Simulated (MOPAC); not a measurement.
Input file for MOPAC: PM6 on NaO-, 2S+1 = 3, a spin state set in the input, which need not be the lowest, a point of a bond scan (R = 2.088 Å). Charge -1.

```
PM6 1SCF PRECISE CHARGE=-1 UHF MS=1 THREADS=1
NaO

O      0.00000000 1     0.00000000 1     0.00000000 1
Na     0.00000000 1     0.00000000 1     2.08768500 1
```

Output:

```
*******************************************************************************
 **                                                                           **
 **                              MOPAC v23.2.5                                **
 **                                                                           **
 *******************************************************************************
 ** MOPAC's Digital Object Identifier: https://doi.org/10.5281/zenodo.6511958 **
 **                                                                           **
 ** Please cite the open-source release paper for use of this MOPAC version:  **
 ** J. E. Moussa and J. J. P. Stewart (2026)                                  **
 ** MOPAC: An open-source semiempirical molecular orbital program             **
 ** J. Open Source Softw., 11(119), 8025, https://doi.org/10.21105/joss.08025 **
 *******************************************************************************

                              PM6 CALCULATION RESULTS

 *******************************************************************************
 *  PM6        - The PM6 Hamiltonian to be used
 *  UHF        - UNRESTRICTED HARTREE-FOCK CALCULATION
 *
 *
 *
 *                 CHARGE ON SYSTEM = -1
 *
 *
 *
 *  MS=        - IN MECI, MAGNETIC COMPONENT OF SPIN =  1.0
 *  PRECISE    - TIGHTER CRITERIA TO BE USED
 *  1SCF       - DO 1 SCF AND THEN STOP
 *  THREADS=1  - MULTI-THREADING NOT USED
 *  T=         - A TIME OF 172800.0 SECONDS REQUESTED
 *  DUMP=N     - RESTART FILE WRITTEN EVERY 7200.0 SECONDS REQUESTED
 *******************************************************************************
PM6 1SCF PRECISE CHARGE=-1 UHF MS=1 THREADS=1
 NaO

   ATOM   CHEMICAL          X               Y               Z
  NUMBER   SYMBOL      (ANGSTROMS)     (ANGSTROMS)     (ANGSTROMS)

     1       O          0.00000000  *   0.00000000  *   0.00000000  *
     2      Na          0.00000000  *   0.00000000  *   2.08768500  *



          CARTESIAN COORDINATES

    NO.       ATOM           X           Y           Z

     1         O          0.0000      0.0000      0.0000
     2        Na          0.0000      0.0000      2.0877

 General Reference for PM6:
 "Optimization of Parameters for Semiempirical Methods V: Modification of NDDO Approximations
 and Application to 70 Elements", J. J. P. Stewart, J. Mol. Mod., 13, 1173-1213 (2007)
 URL: https://link.springer.com/article/10.1007/s00894-007-0233-4

           Empirical Formula: O Na  =     2 atoms



      MOLECULAR POINT GROUP   :   C*v


          UHF CALCULATION, NO. OF ALPHA ELECTRONS =    5
                           NO. OF BETA  ELECTRONS =    3

 -------------------------------------------------------------------------------
 PM6 1SCF PRECISE CHARGE=-1 UHF MS=1 THREADS=1
 NaO



     1SCF WAS SPECIFIED, SO BFGS WAS NOT USED
     SCF FIELD WAS ACHIEVED


                              PM6 CALCULATION
                                                       MOPAC v23.2.5 Linux




          FINAL HEAT OF FORMATION =         32.83489 KCAL/MOL =     137.38118 KJ/MOL


          COSMO AREA              =         96.48 SQUARE ANGSTROMS
          COSMO VOLUME            =         86.94 CUBIC ANGSTROMS

          IONIZATION POTENTIAL    =          0.097746 EV
          ALPHA SOMO LUMO (EV)    =         -0.098 10.284
          BETA  SOMO LUMO (EV)    =         -2.810  4.850
          NO. OF ALPHA ELECTRONS  =          5
          NO. OF BETA  ELECTRONS  =          3
          MOLECULAR WEIGHT        =         38.9892         POINT GROUP:  C*v

          MOLECULAR DIMENSIONS (Angstroms)

            Atom       Atom       Distance
           Na     2    O     1     2.08769
           Na     2    O     1     0.00000
            O     1   Na     2     0.00000


          SCF CALCULATIONS        =          1





   ATOM   CHEMICAL          X               Y               Z
  NUMBER   SYMBOL      (ANGSTROMS)     (ANGSTROMS)     (ANGSTROMS)

     1       O          0.00000000  *   0.00000000  *   0.00000000  *
     2      Na          0.00000000  *   0.00000000  *   2.08768500  *

                             CARTESIAN COORDINATES

   1    O        0.000000000     0.000000000     0.000000000
   2   Na        0.000000000     0.000000000     2.087685000


           Empirical Formula: O Na  =     2 atoms



      MOLECULAR POINT GROUP   :   C*v


          ALPHA EIGENVALUES
 -19.18211  -7.86744  -4.76486  -4.62201  -0.09775  10.28419  11.73822  11.82888


           BETA EIGENVALUES
 -14.21882  -2.93095  -2.81008   4.84964   5.76577  11.03268  11.83636  12.09000


              NET ATOMIC CHARGES AND DIPOLE CONTRIBUTIONS

  ATOM NO.   TYPE          CHARGE      No. of ELECS.   s-Pop       p-Pop
    1          O          -0.826269        6.8263     1.90581     4.92046
    2         Na          -0.173731        1.1737     0.91953     0.25420
 DIPOLE           X         Y         Z       TOTAL
 POINT-CHG.     0.000     0.000     4.171     4.171
 HYBRID         0.000     0.000    -2.949     2.949
 SUM            0.000     0.000     1.221     1.221


          ATOMIC ORBITAL ELECTRON POPULATIONS

     Atom    s        px        py        pz
    1  O   1.90581   1.98234   0.99544   1.94268
    2 Na   0.91953   0.01766   0.00456   0.23198


                    (SZ)    =    1.000000
                    (S**2)  =    2.005684


          ATOMIC ORBITAL SPIN POPULATIONS

    Atom   Total    s     px     py     pz
         Atomic
    1  O  1.0444  0.027  0.003  0.995  0.019
    2 Na  0.9556  0.844 -0.003  0.005  0.110

 **********************
 *                    *
 * JOB ENDED NORMALLY *
 *                    *
 **********************




 == MOPAC DONE ==
```

The run finished.

Cost: very roughly 0.020 core-seconds.
